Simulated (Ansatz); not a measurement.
Cost and result for the atomization energy of `[CH3][GeH]([F])[GeH3]` (11 atoms, 10 bonds).

```xyz
11

C    -1.4241   -1.1220    0.2651
Ge   -0.5497    0.4826   -0.3960
F    -1.2407    1.8105    0.5203
Ge    1.8416    0.5774    0.0101
H    -1.2085   -1.2556    1.3255
H    -1.0679   -1.9972   -0.2816
H    -2.5027   -1.0346    0.1289
H    -0.9262    0.7776   -1.8628
H     2.1224    0.4009    1.5100
H     2.4171    1.9198   -0.4616
H     2.5386   -0.5592   -0.7580
```

Total charge 0; spin multiplicity 1. Correlated methods include outer-core shells of Ge, which these sets cover unevenly. Scalar relativity is left out up to krypton. The structure was optimised at the PBE0-D4/def2-TZVP level. Program: Ansatz. Hardware: A = 2 threads of an AMD EPYC 7R13 on a shared host; B = 2 threads of an AMD EPYC 7R13 on a shared host and a share of an NVIDIA H100 80 GB. Times are those of one run each, without the atoms' runs, and a repeat can differ threefold. Electronic energies, without spin–orbit coupling; frozen cores. CCSD(T)/CBS adds CCSD(T) − MP2 in def2-TZVPP to the MP2 limit, and its time is that of the two runs behind it. T1 = 0.012. With those shells the extrapolation isn't a true limit. B3LYP takes the VWN-RPA correlation (the form of Gaussian; ORCA's B3LYP/G).

CCSD(T)/CBS is a level of theory with its own doubt, some kJ/mol a heavy atom from the limit and from the frozen cores, so smaller differences don't rank the functionals.

| level | functions | wall time |
| --- | --- | --- |
| PBE-D4/def2-TZVPP (with forces) [A] | 256 | 3.8 s |
| MP2/def2-QZVPP [B] | 502 | 4.1 s |
| CCSD(T)/def2-TZVPP [B] | 256 | 4.4 s |
| PBE0-D4/def2-TZVPP [A] | 256 | 6 s |
| r2SCAN-D4/def2-TZVPP (with forces) [A] | 256 | 8 s |
| CCSD(T)/CBS(def2) | – | 8.5 s |
| B3LYP-D4/def2-TZVPP (with forces) [A] | 256 | 8.5 s |
| B2PLYP/def2-TZVPP [A] | 256 | 9.5 s |
| ωB97X-V/def2-TZVPP [A] | 256 | 12 s |
| ωB97M-V/def2-TZVPP (with forces) [A] | 256 | 19 s |

Q: What atomization energy does each give, and how far from CCSD(T)/CBS? (An estimate is asked.)

A: Computed: 
```json
{"level": "PBE-D4/def2-TZVPP (with forces) [A]", "atomization (kJ/mol)": "3471.0", "difference from CCSD(T)/CBS": "-17.8", "per bond": "-1.8"}
{"level": "MP2/def2-QZVPP [B]", "atomization (kJ/mol)": "3463.4", "difference from CCSD(T)/CBS": "-25.4", "per bond": "-2.5"}
{"level": "CCSD(T)/def2-TZVPP [B]", "atomization (kJ/mol)": "3426.6", "difference from CCSD(T)/CBS": "-62.2", "per bond": "-6.2"}
{"level": "PBE0-D4/def2-TZVPP [A]", "atomization (kJ/mol)": "3438.1", "difference from CCSD(T)/CBS": "-50.7", "per bond": "-5.1"}
{"level": "r2SCAN-D4/def2-TZVPP (with forces) [A]", "atomization (kJ/mol)": "3479.6", "difference from CCSD(T)/CBS": "-9.2", "per bond": "-0.9"}
{"level": "CCSD(T)/CBS(def2)", "atomization (kJ/mol)": "3488.8", "difference from CCSD(T)/CBS": "0.0", "per bond": "0.0"}
{"level": "B3LYP-D4/def2-TZVPP (with forces) [A]", "atomization (kJ/mol)": "3450.7", "difference from CCSD(T)/CBS": "-38.1", "per bond": "-3.8"}
{"level": "B2PLYP/def2-TZVPP [A]", "atomization (kJ/mol)": "3426.0", "difference from CCSD(T)/CBS": "-62.8", "per bond": "-6.3"}
{"level": "ωB97X-V/def2-TZVPP [A]", "atomization (kJ/mol)": "3492.1", "difference from CCSD(T)/CBS": "3.3", "per bond": "0.3"}
{"level": "ωB97M-V/def2-TZVPP (with forces) [A]", "atomization (kJ/mol)": "3451.7", "difference from CCSD(T)/CBS": "-37.1", "per bond": "-3.7"}
```

From PBE to PBE0 (25 % exact exchange), in def2-TZVPP and without D4, the atomization energy moves by −30.0 kJ/mol: exact exchange takes away binding that semilocal exchange gives to molecules. The D4 term adds +33.1 kJ/mol with B3LYP and +17.5 kJ/mol with PBE0; it sums over pairs of atoms, weighted by their polarisabilities, and B3LYP, whose exchange is more repulsive, gets the larger term. In def2-TZVPP, CCSD(T) changes the Hartree–Fock value by +851.5 kJ/mol (the triples alone add +39.6 kJ/mol) and MP2 by +851.9 kJ/mol; breaking electron pairs costs correlation energy, which Hartree–Fock lacks.
